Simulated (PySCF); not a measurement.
Job file and geometry (Å, from PBE0-D3(BJ)/def2-SVP) of a spin–spin coupling run on trimethylborane, C$_{3}$H$_{9}$B, B3LYP/pcJ-1 indirect spin-spin coupling, non-relativistic, gas phase (PySCF); density fitting, a coarse starting grid and PySCF grid level 2 are the driver's defaults:

```
{"job": {"kind": "j", "xc": "B3LYP", "basis": "pcJ-1"}, "charge": 0, "multiplicity": 1}
C     -0.295074     1.553380     0.099543
B     -0.006550     0.006294     0.079655
C      1.470777    -0.522134     0.219706
C     -1.187085    -1.022172    -0.075077
H      0.389533     2.104184    -0.567264
H     -0.055638     1.917593     1.117401
H     -1.332403     1.844625    -0.121993
H      2.256699     0.243210     0.138582
H      1.679177    -1.331515    -0.500660
H      1.563012    -0.997169     1.214878
H     -1.425512    -1.039072    -1.157514
H     -0.950450    -2.056747     0.215614
H     -2.115286    -0.699499     0.423089
```

Task: What does the program print?

Result: 
```
coarse grid: 9928 points
cycle   1  E = -144.5164302951  dE = -1.684e-02  |g| = 5.661e-01  |ddm| = 2.566e+00
cycle   2  E = -144.4806186490  dE =  3.581e-02  |g| = 6.699e-01  |ddm| = 1.018e+00
cycle   3  E = -144.6006516302  dE = -1.200e-01  |g| = 1.715e-02  |ddm| = 5.927e-01
cycle   4  E = -144.6006959312  dE = -4.430e-05  |g| = 1.285e-02  |ddm| = 3.119e-02
cycle   5  E = -144.6007425008  dE = -4.657e-05  |g| = 4.659e-04  |ddm| = 1.233e-02
cycle   6  E = -144.6007425619  dE = -6.110e-08  |g| = 1.215e-04  |ddm| = 5.689e-04
final grid: 93184 points
cycle   7  E = -144.6287278167  dE = -7.423e-05  |g| = 6.449e-03  |ddm| = 1.742e-02
cycle   8  E = -144.6287242362  dE =  3.580e-06  |g| = 7.390e-03  |ddm| = 9.066e-03
cycle   9  E = -144.6287375901  dE = -1.335e-05  |g| = 2.693e-04  |ddm| = 5.233e-03
cycle  10  E = -144.6287376006  dE = -1.051e-08  |g| = 1.552e-04  |ddm| = 3.875e-04
cycle  11  E = -144.6287376076  dE = -7.064e-09  |g| = 9.843e-06  |ddm| = 1.616e-04
cycle  12  E = -144.6287376077  dE = -2.393e-11  |g| = 2.116e-06  |ddm| = 1.084e-05
converged SCF energy = -144.6287376077

Indirect spin-spin couplings (Hz)
  i      j    bonds     total        FC       PSO       DSO        SD
  0 C    1 B    1     50.391    51.942    -2.116     0.181     0.383
  0 C    2 C    2      6.122     6.369    -0.235    -0.012         -
  0 C    3 C    2      6.205     6.452    -0.234    -0.013         -
  0 C    4 H    1    123.636   121.382     1.744     0.510         -
  0 C    5 H    1    113.961   111.481     1.958     0.522         -
  0 C    6 H    1    131.687   129.617     1.567     0.502         -
  0 C    7 H    3      4.287     4.327    -0.058     0.018         -
  0 C    8 H    3      3.632     3.688     0.263    -0.319         -
  0 C    9 H    3      0.570     0.614     0.187    -0.231         -
  0 C   10 H    3     -0.558    -0.488     0.034    -0.104         -
  0 C   11 H    3      8.089     8.148     0.310    -0.369         -
  0 C   12 H    3      2.722     2.798    -0.074    -0.003         -
  1 B    2 C    1     50.489    51.996    -2.080     0.182     0.391
  1 B    3 C    1     50.297    51.899    -2.151     0.181     0.367
  1 B    4 H    2     -4.317    -4.085    -0.096    -0.244     0.108
  1 B    5 H    2     -4.722    -4.837     0.047    -0.151     0.219
  1 B    6 H    2     -4.672    -4.171    -0.225    -0.319     0.043
  1 B    7 H    2     -4.705    -4.210    -0.222    -0.318     0.044
  1 B    8 H    2     -4.287    -4.068    -0.092    -0.239     0.111
  1 B    9 H    2     -4.667    -4.763     0.045    -0.158     0.208
  1 B   10 H    2     -5.015    -5.241     0.085    -0.116     0.257
  1 B   11 H    2     -4.524    -4.041    -0.215    -0.316     0.047
  1 B   12 H    2     -4.209    -3.855    -0.153    -0.278     0.076
  2 C    3 C    2      6.068     6.305    -0.225    -0.012         -
  2 C    4 H    3      1.936     2.017    -0.059    -0.023         -
  2 C    5 H    3     -0.039     0.026    -0.003    -0.062         -
  2 C    6 H    3      8.619     8.678     0.318    -0.376         -
  2 C    7 H    1    131.480   129.404     1.573     0.503         -
  2 C    8 H    1    122.654   120.373     1.768     0.513         -
  2 C    9 H    1    115.060   112.601     1.938     0.521         -
  2 C   10 H    3     -0.373    -0.328     0.144    -0.189         -
  2 C   11 H    3      3.869     3.904    -0.052     0.017         -
  2 C   12 H    3      5.442     5.493     0.292    -0.343         -
  3 C    4 H    3      3.853     3.906     0.260    -0.313         -
  3 C    5 H    3      0.404     0.462     0.181    -0.239         -
  3 C    6 H    3      4.293     4.340    -0.066     0.019         -
  3 C    7 H    3      8.662     8.716     0.322    -0.376         -
  3 C    8 H    3      1.827     1.889    -0.053    -0.009         -
  3 C    9 H    3      0.100     0.170     0.007    -0.077         -
  3 C   10 H    1    111.409   108.869     2.014     0.526         -
  3 C   11 H    1    130.578   128.489     1.586     0.504         -
  3 C   12 H    1    127.141   124.967     1.667     0.507         -
  4 H    5 H    2    -20.698   -20.873     2.566    -2.391         -
  4 H    6 H    2    -10.204   -10.335     2.941    -2.811         -
  4 H    7 H    4     -0.158    -0.166    -0.872     0.880         -
  4 H    9 H    4      2.863     2.962     1.161    -1.260         -
  4 H   10 H    4      2.361     2.449     0.590    -0.678         -
  4 H   11 H    4     -0.726    -0.618     1.413    -1.521         -
  4 H   12 H    4      1.784     1.880     1.286    -1.381         -
  5 H    6 H    2    -15.161   -15.302     2.775    -2.633         -
  5 H    8 H    4      2.428     2.529     1.421    -1.522         -
  5 H    9 H    4      3.050     3.113     0.109    -0.172         -
  5 H   10 H    4      4.049     4.155     1.399    -1.504         -
  5 H   11 H    4      1.814     1.918     1.121    -1.225         -
  5 H   12 H    4      0.262     0.336     0.359    -0.433         -
  6 H    7 H    4      0.291     0.370     1.348    -1.427         -
  6 H    8 H    4      2.104     2.210     1.305    -1.412         -
  6 H    9 H    4     -0.811    -0.707     1.322    -1.426         -
  6 H   10 H    4     -0.250    -0.201    -0.132     0.084         -
  6 H   11 H    4      0.546     0.627     1.343    -1.425         -
  7 H    8 H    2    -10.784   -10.911     2.911    -2.785         -
  7 H    9 H    2    -14.674   -14.822     2.800    -2.653         -
  7 H   10 H    4      0.269     0.370     1.150    -1.251         -
  7 H   11 H    4      0.546     0.625     1.379    -1.458         -
  7 H   12 H    4      0.676     0.783     1.414    -1.521         -
  8 H    9 H    2    -20.694   -20.869     2.561    -2.386         -
  8 H   10 H    4      1.437     1.490    -0.030    -0.023         -
  8 H   12 H    4      1.817     1.911     1.384    -1.477         -
  9 H   10 H    4      4.512     4.615     1.271    -1.374         -
  9 H   12 H    4      0.886     0.977     0.811    -0.903         -
 10 H   11 H    2    -16.875   -17.030     2.712    -2.557         -
 10 H   12 H    2    -19.832   -20.002     2.596    -2.426         -
 11 H   12 H    2     -9.105    -9.230     2.969    -2.844         -
```

Size and cost of the density-fitted run: 198 basis functions, 18 s wall time on 1 thread of an x86-64 server CPU, shared host.
